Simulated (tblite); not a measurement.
Species: C6H12Si.
Atom-mapped SMILES: `[CH2:1]=[C:2]=[C:3]([CH3:4])[SiH2:5][CH2:6][CH3:7]` (hydrogens: H8, H9 on C1; H10, H11, H12 on C4; H13, H14 on Si5; H15, H16 on C6; H17, H18, H19 on C7)

Computed with GFN2-xTB (tblite), gas phase: L-BFGS steps from a force-field or distance-geometry start until the largest atomic force falls under 0.01 eV/Å.

Geometry at step 10:
```
atom  x, y, z in Å
C1     -1.4332    2.3022   -0.1806
C2     -1.4101    1.0090   -0.0898
C3     -1.3831   -0.2890    0.0075
C4     -2.6879   -1.0519    0.0730
Si5     0.3140   -1.1439    0.0753
C6      1.6337    0.2089    0.4012
C7      2.9859   -0.0934   -0.2754
H8     -1.4601    2.8088   -1.1292
H9     -1.4301    2.9363    0.6889
H10    -3.2627   -0.9023   -0.8377
H11    -3.2956   -0.6816    0.8944
H12    -2.5370   -2.1185    0.2094
H13     0.3588   -2.1339    1.1673
H14     0.5900   -1.8185   -1.2088
H15     1.2469    1.1757    0.0611
H16     1.7674    0.3150    1.4807
H17     2.8803   -0.8430   -1.0638
H18     3.4111    0.8014   -0.7334
H19     3.7019   -0.4722    0.4524
```

Task: What forces act on the atoms?

Result: 
```tsv
atom	Fx (eV/Å)	Fy (eV/Å)	Fz (eV/Å)
C1	0.002	-0.126	0.006
C2	-0.090	0.088	0.005
C3	0.040	0.010	0.043
C4	0.083	-0.033	0.001
Si5	0.001	0.158	0.056
C6	-0.054	-0.138	-0.177
C7	-0.141	0.056	0.047
H8	0.032	0.025	-0.115
H9	-0.001	0.032	0.101
H10	0.022	-0.009	-0.113
H11	-0.020	0.004	0.113
H12	0.142	0.001	0.005
H13	-0.083	0.010	-0.085
H14	-0.072	0.021	0.089
H15	0.098	-0.181	-0.048
H16	0.090	0.017	-0.113
H17	0.030	0.151	0.133
H18	-0.037	-0.066	0.123
H19	-0.042	-0.019	-0.072
```

The largest, 0.23 eV/Å, acts on C6; the rms over all components is 0.082 eV/Å. The forces sum to zero within rounding, as they must for an isolated molecule in no field.

Task: Give the force on C6 in Eh/bohr and in nN.

Result: 0.231 eV/Å ÷ 51.422 = 0.00449 Eh/bohr, and 0.231 eV/Å × 1.602 = 0.37 nN.

Task: How far is this geometry from the end of the optimisation?

Result: 0.206 eV above it, and 0.576 Å rms away after alignment. The bonds farthest from their final lengths, with half the difference of the two atoms' forces along the bond (positive lengthens):

| bond | now (Å) | final (Å) | force along bond (eV/Å) |
| --- | --- | --- | --- |
| Si5–C6 | 1.918 | 1.899 | -0.14 |
| C6–C7 | 1.542 | 1.523 | -0.11 |
| C3–Si5 | 1.901 | 1.891 | -0.05 |
| C3–C4 | 1.513 | 1.504 | -0.01 |
| C7–H17 | 1.093 | 1.088 | -0.07 |
| C6–H15 | 1.095 | 1.091 | -0.07 |

The angle farthest from its final value is C4–C3–Si5, 122.8° against 116.8°.

Of the 3 listed bonds off by 0.010 Å or more, this force points towards the final length in 3.

What follows is the cost of the whole relaxation. On one thread, Intel Xeon Platinum 8259CL at 2.50 GHz (x86_64) (shared host), this took 1.9 s wall.
